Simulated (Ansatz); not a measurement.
A nudged elastic band was laid between two geometries of CH$_{3}$F$_{2}$NOSi (9 atoms, charge 0, multiplicity 1).

All numbers below come from RKS PBE-D4/def2-SVP (Ansatz 0.2.0).

```
movable images  : 5
climbing image  : yes
spring          : 5.0 eV/Å²
optimiser       : quadratic models (default)
start path      : through a guess of the saddle point
force threshold : 0.05 eV/Å
iteration limit : 60
end points      : relaxed
```

First end point:

```xyz
9
Properties=species:S:1:pos:R:3
F 2.133 -1.253 0.501
Si 0.564 -0.960 0.239
F -0.082 -2.444 0.172
N 0.117 0.221 -0.915
C -0.534 0.969 0.173
O -0.163 0.128 1.297
H -0.189 0.270 -1.885
H -1.643 1.032 0.079
H -0.115 1.991 0.321
```

Last end point:

```xyz
9
Properties=species:S:1:pos:R:3
F 1.645 -0.851 0.862
Si 0.150 -0.702 0.249
F -0.282 -2.181 -0.253
N 0.125 0.369 -1.164
C -0.081 1.692 -1.192
O -0.868 -0.073 1.370
H 0.286 -0.078 -2.082
H -0.640 -0.205 2.307
H -0.248 1.983 -0.113
```

(1) Which bonds break or form, and what moves?

(2) Give the energies along the band, and the barrier.

(3) What is the geometry of the highest image?

## Answers

(1) Bonds broken: C5–O6, C5–H8. Bonds formed: O6–H8.

(2) The forces met the threshold. The highest image is number 2 of 0 to 6, 64.8 kcal/mol above the first end and 29.7 kcal/mol above the last; the last end lies 35.0 kcal/mol above the first. Beside the main top the profile has a ripple of under 15 meV (maxima at images 2, 5), which may be a very shallow well or noise. Neighbouring images differ by up to 2.4 eV, so the band resolves the path poorly. A vibrational analysis at the climbing image gives one clearly imaginary mode, 1205i cm⁻¹: a first-order saddle point. The orbitals stay closed-shell, which can raise the energy where a bond breaks towards radicals; this wasn't checked here.

| image | path coordinate (Å) | energy (kcal/mol) | C5–O6 (Å) | C5–H8 (Å) | O6–H8 (Å) |
| --- | --- | --- | --- | --- | --- |
| 0 | 0.00 | 0.0 | 1.45 | 1.12 | 2.12 |
| 1 | 1.08 | 9.9 | 1.52 | 1.09 | 1.97 |
| 2 | 2.16 | 64.8 | 2.20 | 1.38 | 1.21 |
| 3 | 3.60 | 36.2 | 3.27 | 3.02 | 0.97 |
| 4 | 5.04 | 35.3 | 3.26 | 3.32 | 0.97 |
| 5 | 6.48 | 35.4 | 3.25 | 3.56 | 0.97 |
| 6 | 7.93 | 35.0 | 3.21 | 4.02 | 0.97 |

(3) 
```xyz
9
Properties=species:S:1:pos:R:3:forces:R:3
F 1.868 -0.676 0.876 0.00 0.00 0.00
Si 0.374 -0.799 0.281 0.00 0.00 0.00
F 0.162 -2.331 -0.178 0.00 0.00 0.00
N 0.139 0.295 -1.132 0.00 0.00 0.00
C -0.332 1.285 -0.298 0.00 0.00 0.00
O -0.804 -0.188 1.264 0.00 0.00 0.00
H -0.622 -0.080 -1.726 0.00 0.00 0.00
H -1.219 0.737 0.608 0.00 0.00 0.00
H 0.523 1.710 0.288 0.00 0.00 0.00
```

Run time: 5 min on 2 threads of Arm Neoverse V1 (shared host), peak memory 0.15 GiB.
